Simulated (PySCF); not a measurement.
Isomers of C8H7FO, mass 138.048 u with the commonest isotopes. Computed with PBE0/pcSseg-1 in PySCF (dipole) on a GFN2-xTB geometry, gas phase. One conformer each, none proved a minimum here; rigid rotors.

Problem. Order these by rotational constant B, smallest first.
A. `[CH3:1][C@H:2]1[c:3]2[cH:4][c:5]([OH:6])[cH:7][c:8]([F:9])[c:10]21` with C4–C5–O6–H 180°
B. `[CH3:1][c:2]1[cH:3][cH:4][c:5]([C:6](=[O:7])[F:8])[cH:9][cH:10]1` with C4–C5–C6–O7 0°
C. `[O:1]=[CH:2][C@@:3]12[CH:4]=[CH:5][C@@H:6]([CH2:7]1)[C:8]([F:9])=[CH:10]2` with O1–C2–C3–C4 -111°
D. `[CH:1]#[C:2][C@H:3]1[CH2:4][O:5]/[C:6](=[CH:7]/[F:8])[C:9]1=[CH2:10]` with C2–C3–C4–O5 146°, C3–C4–O5–C6 -21°, C4–O5–C6–C7 -171°, O5–C6–C9–C10 -174°

Solution. B (785.9 MHz), D (939.5 MHz), C (1076 MHz), A (1143 MHz).

Problem. Order these by rotational constant A, smallest first.
A. `[CH3:1][C@H:2]1[c:3]2[cH:4][c:5]([OH:6])[cH:7][c:8]([F:9])[c:10]21` with C4–C5–O6–H 180°
B. `[CH3:1][C:2](=[O:3])[c:4]1[cH:5][cH:6][c:7]([F:8])[cH:9][cH:10]1` with C1–C2–C4–C5 179°
C. `[CH3:1][c:2]1[cH:3][cH:4][c:5]([C:6](=[O:7])[F:8])[cH:9][cH:10]1` with C4–C5–C6–O7 0°
D. `[O:1]=[CH:2][C@@:3]12[CH:4]=[CH:5][C@@H:6]([CH2:7]1)[C:8]([F:9])=[CH:10]2` with O1–C2–C3–C4 -111°
E. `[CH:1]#[C:2][C@H:3]1[CH2:4][O:5]/[C:6](=[CH:7]/[F:8])[C:9]1=[CH2:10]` with C2–C3–C4–O5 146°, C3–C4–O5–C6 -21°, C4–O5–C6–C7 -171°, O5–C6–C9–C10 -174°

Solution. A (1925 MHz), E (2627 MHz), D (2745 MHz), B (3702 MHz), C (3786 MHz).

Problem. Order these by rotational constant C, largest first.
A. `[CH:1]#[C:2][C@H:3]1[CH2:4][O:5]/[C:6](=[CH:7]/[F:8])[C:9]1=[CH2:10]` with C2–C3–C4–O5 146°, C3–C4–O5–C6 -21°, C4–O5–C6–C7 -171°, O5–C6–C9–C10 -174°
B. `[CH3:1][c:2]1[cH:3][cH:4][c:5]([C:6](=[O:7])[F:8])[cH:9][cH:10]1` with C4–C5–C6–O7 0°
C. `[O:1]=[CH:2][C@@:3]12[CH:4]=[CH:5][C@@H:6]([CH2:7]1)[C:8]([F:9])=[CH:10]2` with O1–C2–C3–C4 -111°
D. `[CH3:1][C@H:2]1[c:3]2[cH:4][c:5]([OH:6])[cH:7][c:8]([F:9])[c:10]21` with C4–C5–O6–H 180°

Solution. C (950.8 MHz), D (751.8 MHz), A (721.0 MHz), B (653.5 MHz).

```
                        SMILES  point group  Ia (u·Å²)  Ib (u·Å²)  Ic (u·Å²)      κ  μa (D)  μb (D)  μc (D)
O=C[C@@]12C=C[C@@H](C1)C(F)=C2           C1     184.13     469.70     531.55  -0.86    1.14    1.15    1.08
             Cc1ccc(C(=O)F)cc1            –     133.50     643.02     773.40  -0.92    4.77    0.66    0.07
       C#C[C@H]1CO/C(=C/F)C1=C           C1     192.40     537.92     700.98  -0.77    1.77    0.33    0.26
        C[C@H]1c2cc(O)cc(F)c21           C1     262.48     442.32     672.27  -0.33    0.41    0.54    0.24
             CC(=O)c1ccc(F)cc1            –     136.51     647.03     780.36  -0.91    0.50    2.38    0.03
```
